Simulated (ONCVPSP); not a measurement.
Building the ONCV potential for Sn (PBE, non-relativistic).

ONCVPSP 4.0.1 input, shortened (lines: element, Z, core and valence counts, functional; n l f; lmax; l rc ep ncon nbas qcut; lloc lpopt rc5 dvloc0; l nproj debl; icmod fcfact rcfact), PBE, non-relativistic:

```
  Sn 50.00    6    5        4      upf
    1    0    2.00
    2    0    2.00
    2    1    6.00
    3    0    2.00
    3    1    6.00
    3    2   10.00
    4    0    2.00
    4    1    6.00
    4    2   10.00
    5    0    2.00
    5    1    2.00
    2
    0    1.35    0.00    4    7   11.30
    1    1.25    0.00    5    9   13.50
    2    1.20    0.00    4    8   15.60
    4    5    1.10    1.00
    0    2    2.90
    1    2    1.30
    2    3    3.40
    0    0.00    0.00
```

Q: Estimate the cutoffs (Ha) at which the residual kinetic energy of the hardest occupied pseudo-wave falls to 1 and 0.1 mHa per electron.

A: 62 Ha and 72 Ha.

Q: What does a ghost test show?

A: No bound ghost flagged; GHOST(+) flagged for s at 457.7 eV.

Q: Which valence shell sets the plane-wave cutoff?

A: 4p: 62 Ha for 1 mHa per electron, against 51 Ha for 4d.

Q: Tests: 4s2 4p6 4d10 5s2 5p1; 4s2 4p6 4d10 5s2 5p0; 4s2 4p6 4d10 5s1 5p0; 4s2 4p6 4d9 5s2 5p3. Which has the largest error in its energy relative to the reference configuration, and how large is it?

A: 4s2 4p6 4d9 5s2 5p3, with +2.7 meV (all-electron minus pseudo) on +25.93 eV.
